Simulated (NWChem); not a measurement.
Basis-set convergence for H$_{3}$BrSi

```xyz
5

Si     0.0365    -1.4706     0.0000
Br    -0.0188     0.7551     0.0000
H      0.7534    -1.9296     1.2215
H      0.7534    -1.9296    -1.2215
H     -1.3617    -1.9821     0.0000
```
Charge 0, spin multiplicity 1.

All runs are NWChem calculations. All single points use one geometry, from PBE0/def2-SVP, a minimum by its harmonic frequencies.

Quantity: first vertical ionisation energy at the level G0W0@PBE.

The Hamiltonian is non-relativistic. GW and range-separated runs recompute their integrals, the others keep them in memory, which bears on the times. The structure started from a generated list of species.

Costs are rough ratios of processor time within this set of runs, SCF included, with def2-SVP as 1.

**Question.** In def2-QZVP the value is 10.56 eV. Among def2-SVP, def2-SVPD, def2-TZVP, def2-TZVPP, which is the smallest basis within 0.05 eV of it?

**Answer.** No smaller set comes that close. def2-QZVP isn't the basis-set limit itself, and a small set can land close by cancellation.

```tsv
basis	functions	first vertical ionisation energy (eV)	relative cost
def2-SVP	65	9.95	1
def2-SVPD	89	9.95	under 3
def2-TZVP	103	10.31	4
def2-TZVPP	132	10.33	5
def2-QZVP	235	10.56	30
```
